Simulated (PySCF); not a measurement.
Chlorine: a sound run and one with changed settings

Sound run: Cl⁺ [Ne] 3s2 3p4, Cl²⁺ [Ne] 3s2 3p3. Calculation: PySCF 2.14, in def2-TZVP (5s5p2d1f, 37 functions); the non-relativistic Hamiltonian (point nucleus). In the sound run the correlated levels freeze [Ne]. The sound run starts from symmetry-adapted Hartree-Fock orbitals and uses a fine grid where one is needed.

Changed run: initial guess atom, at most 50 SCF cycles.

```
species   method  sound run (hartree)  changed run (hartree)  converged
    Cl⁺      UHF           -459.04415             -459.04415        yes
    Cl⁺     PBE0           -459.52134             -459.52134        yes
    Cl⁺  CCSD(T)           -459.19499             -459.19499        yes
   Cl²⁺     TPSS           -458.81456             -458.81456        yes
   Cl²⁺      MP2           -458.30748             -458.30748        yes
```

Here the plain start reaches the same solutions.
